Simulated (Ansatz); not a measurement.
```yaml
crystal:
  periodic: [false, false, false]
  atoms:
    - {symbol: C, position_ang: [-0.615135, -0.234093, 1.272742]}
    - {symbol: Se, position_ang: [0.576783, -1.317875, 0.139014]}
    - {symbol: Al, position_ang: [0.815669, 0.177192, -1.559435]}
    - {symbol: F, position_ang: [1.734989, -0.164787, -2.871255]}
    - {symbol: F, position_ang: [0.060399, 1.634122, -1.485149]}
    - {symbol: H, position_ang: [-1.552232, -0.774521, 1.381212]}
    - {symbol: H, position_ang: [-0.796193, 0.740520, 0.827327]}
    - {symbol: H, position_ang: [-0.132182, -0.117559, 2.239843]}
basis:
  gaussian: {orbitals: def2-SVP}
total_charge: -1
magnetization: {spin_polarized: true, initial_magnetization: 1}
hamiltonian: {xc: {name: r2SCANh}, dispersion: d3bj}
scf: {lower_state_search: light}
outputs: {forces: true}
```

```sh
$ ansatz run in.yaml --threads 4 --pin off --events-out ev --progress --plain --max-ram 10444MiB
```

(1) How does Ansatz answer? (An estimate is asked.)

Answers

(1) The calculation gave: The input was rejected before any iteration.
```
Error: YAML parse error: error: line 18 column 1: unknown field `outputs`, expected one of crystal, accuracy, basis, kpoints, hamiltonian, magnetization, projection, total_charge, correlation, batch, efield, external_charges, scf, relax, neb, saddle, md, ramp, phonons, dielectric, real_time, elastic, magnetic_configurations, gw, evaluate, workflow, output, checkpoint, execution
  --> <input>:18:1
   |
16 | hamiltonian: {xc: {name: r2SCANh}, dispersion: d3bj}
17 | scf: {lower_state_search: light}
18 | outputs: {forces: true}
   | ^ unknown field `outputs`, expected one of crystal, accuracy, basis, kpoints, hamiltonian, magnetization, projection, total_charge, correlation, batch, efield, external_charges, scf, relax, neb, saddle, md, ramp, phonons, dielectric, real_time, elastic, magnetic_configurations, gw, evaluate, workflow, output, checkpoint, execution
```
